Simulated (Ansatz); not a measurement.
Consider the ligand exchange at a B–C bond: `B/C=C/C` + `N=C(F)S` → `B/N=C(/F)S` + `C=CC`.

Isolated molecules relaxed with PBE0-D4/def2-TZVP in Ansatz; ΔE leaves out vibrations. CBS: MP2 limit from def2 TZ/QZ plus the TZ coupled-cluster correction, frozen cores. Double bonds are as drawn, so ΔE can hold a change between cis and trans. Functionals use def2-TZVPP. One conformer a species, not always the lowest.

```tsv
level	ΔE (kJ/mol)
PBE-QIDH	-79.7
CCSD/def2-TZVPP	-78.6
SCS-MP2/def2-QZVPP	-79.2
HF/CBS(def2)	-72.6
```

Q: What does CCSD(T)/CBS give? (Estimate.)

A: Computed: -78.8 kJ/mol. The listed levels differ from it by -0.9, 0.2, -0.4, 6.2 kJ/mol.

Largest T1 diagnostic among the species: 0.015.

Leaving LDA and LC-ωPBE aside and taking each functional with its dispersion term where it has one, the values, not all of them listed here, spread over 11.6 kJ/mol, from BLYP-D4 to B97M-V. LDA lies −9.1 kJ/mol from PBE without D4. From PBE to PBE0 (25 % exact exchange), in def2-TZVPP and without D4, ΔE moves by +3.8 kJ/mol.
